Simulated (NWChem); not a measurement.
System: CH3BrGeO, singlet; SMILES C[O][Ge][Br]

Input file for NWChem:

```
start job
memory heap 200 mb stack 900 mb global 1100 mb
geometry units angstroms noautoz
  Ge     0.885012    -0.648018    -0.000314
  Br    -0.387237     1.393112    -0.001949
  O     -0.406339    -1.893066     0.003362
  C     -1.820457    -1.817562     0.006888
  H     -2.186648    -0.767708    -0.012340
  H     -2.219260    -2.355529    -0.879967
  H     -2.213980    -2.319364     0.917064
end
basis spherical
  Ge library 6-31g*
  Br library 6-31g*
  O library 6-31g*
  C library 6-31g*
  H library 6-31g*
end
dft
  xc xpbe96 cpbe96
  iterations 200
  convergence diis 20
end
task dft gradient
```

Excerpt of the output:

```
             Northwest Computational Chemistry Package (NWChem) 7.3.0
             --------------------------------------------------------

 C1  symmetry detected

                             Geometry "geometry" -> ""
                             -------------------------

 Output coordinates in angstroms (scale by  1.889725989 to convert to a.u.)

  No.       Tag          Charge          X              Y              Z
 ---- ---------------- ---------- -------------- -------------- --------------
    1 Ge                  32.0000     0.87381917    -0.72104764     0.00009814
    2 Br                  35.0000    -0.13454372     1.46253568    -0.00005733
    3 O                    8.0000    -0.56242943    -1.79572646    -0.00079846
    4 C                    6.0000    -1.95616495    -1.54484210     0.00035541
    5 H                    1.0000    -2.18883023    -0.45755030    -0.01759993
    6 H                    1.0000    -2.41704615    -2.02758415    -0.88818990
    7 H                    1.0000    -2.41088183    -1.99522582     0.90891086

 Effective nuclear repulsion energy (a.u.)     496.6923125459

  pbe96 is a nonlocal functional; adding pw91lda local functional.

                                 NWChem DFT Module
                                 -----------------

 Summary of "ao basis" -> "ao basis" (spherical)
 ------------------------------------------------------------------------------
       Tag                 Description            Shells   Functions and Types
 ---------------- ------------------------------  ------  ---------------------
 Ge                          6-31g*                 12       32   5s4p3d
 Br                          6-31g*                 12       32   5s4p3d
 O                           6-31g*                  6       14   3s2p1d
 C                           6-31g*                  6       14   3s2p1d
 H                           6-31g*                  2        2   2s

            General Information
            -------------------
          SCF calculation type: DFT
          Wavefunction type:  closed shell.
          No. of atoms     :     7
          No. of electrons :    84
           Alpha electrons :    42
            Beta electrons :    42
          Charge           :     0
          Spin multiplicity:     1
          Use of symmetry is: off; symmetry adaption is: off
          Maximum number of iterations: 200
          AO basis - number of functions:    98
                     number of shells:    42
          Convergence on energy requested:  1.00D-06
          Convergence on density requested:  1.00D-05
          Convergence on gradient requested:  5.00D-04

              XC Information
              --------------
          PerdewBurkeErnzerhof Exchange Functional  1.000
            Perdew 1991 LDA Correlation Functional  1.000 local
           PerdewBurkeErnz. Correlation Functional  1.000 non-local

             Grid Information
             ----------------
          Grid used for XC integration:  medium
          Radial quadrature: Mura-Knowles
          Angular quadrature: Lebedev.
          Tag              B.-S. Rad. Rad. Pts. Rad. Cut. Ang. Pts.
          ---              ---------- --------- --------- ---------
          Ge                  1.25      112          10.0       590
          Br                  1.15      112          11.0       590
          O                   0.60       49          10.0       434
          C                   0.70       49          10.0       434
          H                   0.35       45          11.0       434
          Grid pruning is: on
          Number of quadrature shells:   457
          Spatial weights used:  Erf1

      Superposition of Atomic Density Guess
      -------------------------------------

 Sum of atomic energies:       -4761.01801900

      Non-variational initial energy
      ------------------------------

 Total energy =   -4762.006156
 1-e energy   =   -7621.708754
 2-e energy   =    2363.010286
 HOMO         =      -0.296285
 LUMO         =      -0.040803

   convergence    iter        energy       DeltaE   RMS-Dens  Diis-err
 ---------------- ----- ----------------- --------- --------- ---------
 d= 0,ls=0.0,diis     1  -4764.8227715985 -5.26D+03  2.45D-02  8.15D-01
 d= 0,ls=0.0,diis     2  -4763.9914248196  8.31D-01  1.89D-02  7.40D+00
 d= 0,ls=0.0,diis     3  -4764.8775161689 -8.86D-01  8.51D-03  3.91D-01
 d= 0,ls=0.0,diis     4  -4764.9142529554 -3.67D-02  4.37D-03  9.46D-02
 d= 0,ls=0.0,diis     5  -4764.9288484758 -1.46D-02  1.01D-03  1.47D-02
 d= 0,ls=0.0,diis     6  -4764.9303488682 -1.50D-03  1.36D-04  3.00D-04
 d= 0,ls=0.0,diis     7  -4764.9303748507 -2.60D-05  5.85D-05  5.11D-05
 d= 0,ls=0.0,diis     8  -4764.9303823258 -7.48D-06  1.28D-05  1.55D-06
 d= 0,ls=0.0,diis     9  -4764.9303824976 -1.72D-07  4.05D-06  1.05D-07

         Total DFT energy =    -4764.930382497582
      One electron energy =    -7623.027368490393
           Coulomb energy =     2545.982695673690
    Exchange-Corr. energy =     -184.578022226807
 Nuclear repulsion energy =      496.692312545928

 Numeric. integr. density =       84.000003403386

                       DFT Final Molecular Orbital Analysis
                       ------------------------------------

 Vector   40  Occ=2.000000D+00  E=-2.614592D-01
              MO Center=  2.0D-01,  6.9D-01,  5.8D-04, r^2= 3.4D+00
   Bfn.  Coefficient  Atom+Function         Bfn.  Coefficient  Atom+Function
  ----- ------------  ---------------      ----- ------------  ---------------
    44      0.610077  2 Br py                10     -0.320307  1 Ge s
    40     -0.275007  2 Br py                48      0.254485  2 Br py
    43      0.250793  2 Br px                11      0.233317  1 Ge px
    12     -0.148706  1 Ge py                68      0.137092  3 O  py
    14      0.129445  1 Ge s                  6      0.125827  1 Ge s

 Vector   41  Occ=2.000000D+00  E=-2.525720D-01
              MO Center= -5.0D-01, -1.2D-03,  2.3D-03, r^2= 4.3D+00
   Bfn.  Coefficient  Atom+Function         Bfn.  Coefficient  Atom+Function
  ----- ------------  ---------------      ----- ------------  ---------------
    45      0.574057  2 Br pz                69     -0.386886  3 O  pz
    73     -0.292599  3 O  pz                49      0.277239  2 Br pz
    41     -0.260004  2 Br pz                83      0.133742  4 C  pz
    98      0.118725  7 H  s                 96     -0.115317  6 H  s
    97      0.102595  7 H  s                 95     -0.099975  6 H  s

 Vector   42  Occ=2.000000D+00  E=-2.440890D-01
              MO Center=  2.2D-01,  4.8D-01, -1.2D-03, r^2= 3.8D+00
   Bfn.  Coefficient  Atom+Function         Bfn.  Coefficient  Atom+Function
  ----- ------------  ---------------      ----- ------------  ---------------
    43      0.629649  2 Br px                10      0.385275  1 Ge s
    47      0.293623  2 Br px                39     -0.283892  2 Br px
    11     -0.236221  1 Ge px                14     -0.180647  1 Ge s
     6     -0.151204  1 Ge s                 68      0.143658  3 O  py
    12      0.130066  1 Ge py                70      0.129540  3 O  s

 Vector   43  Occ=0.000000D+00  E=-1.131203D-01
              MO Center=  6.8D-01, -6.7D-01,  9.3D-04, r^2= 3.3D+00
   Bfn.  Coefficient  Atom+Function         Bfn.  Coefficient  Atom+Function
  ----- ------------  ---------------      ----- ------------  ---------------
    13      0.716524  1 Ge pz                17      0.376020  1 Ge pz
    69     -0.266202  3 O  pz                 9     -0.248648  1 Ge pz
    45     -0.242609  2 Br pz                73     -0.233390  3 O  pz
    49     -0.168155  2 Br pz                41      0.105874  2 Br pz
    98      0.084427  7 H  s                 96     -0.081817  6 H  s

 Vector   44  Occ=0.000000D+00  E=-3.925252D-02
              MO Center=  7.1D-01, -4.3D-01, -6.2D-05, r^2= 4.8D+00
   Bfn.  Coefficient  Atom+Function         Bfn.  Coefficient  Atom+Function
  ----- ------------  ---------------      ----- ------------  ---------------
    12      0.680440  1 Ge py                16      0.661485  1 Ge py
    48      0.484679  2 Br py                46     -0.469196  2 Br s
    44      0.315977  2 Br py                15     -0.287132  1 Ge px
    14      0.276185  1 Ge s                 10     -0.249583  1 Ge s
    47     -0.235837  2 Br px                42      0.234298  2 Br s

 Vector   45  Occ=0.000000D+00  E=-1.022354D-02
              MO Center=  6.5D-01, -6.6D-01, -2.3D-04, r^2= 4.5D+00
   Bfn.  Coefficient  Atom+Function         Bfn.  Coefficient  Atom+Function
  ----- ------------  ---------------      ----- ------------  ---------------
    15      0.709523  1 Ge px                70      0.648584  3 O  s
    11      0.486594  1 Ge px                10      0.332014  1 Ge s
    16      0.303366  1 Ge py                14     -0.220457  1 Ge s
    48     -0.220160  2 Br py                68      0.196977  3 O  py
    72      0.191086  3 O  py                44     -0.177313  2 Br py

     Multipole analysis of the density
     ---------------------------------

[...]

                         DFT ENERGY GRADIENTS

    atom               coordinates                        gradient
                 x          y          z           x          y          z
   1 Ge      1.651279  -1.362582   0.000185   -0.001751  -0.001504   0.000016
   2 Br     -0.254251   2.763792  -0.000108   -0.000119  -0.002164  -0.000000
   3 O      -1.062838  -3.393431  -0.001509   -0.001876   0.005733  -0.000035
   4 C      -3.696616  -2.919328   0.000672    0.009697  -0.003609   0.000009
   5 H      -4.136289  -0.864645  -0.033259   -0.000917   0.004345  -0.000056
   6 H      -4.567555  -3.831578  -1.678436   -0.002531  -0.001473  -0.002693
   7 H      -4.555906  -3.770430   1.717592   -0.002503  -0.001328   0.002760
```

Level: PBE/6-31G* (spherical d). Low-valent species are run as closed-shell singlets; no triplet was tried in these runs. The geometry was optimised at PBE-D3(BJ)/def2-SVP.
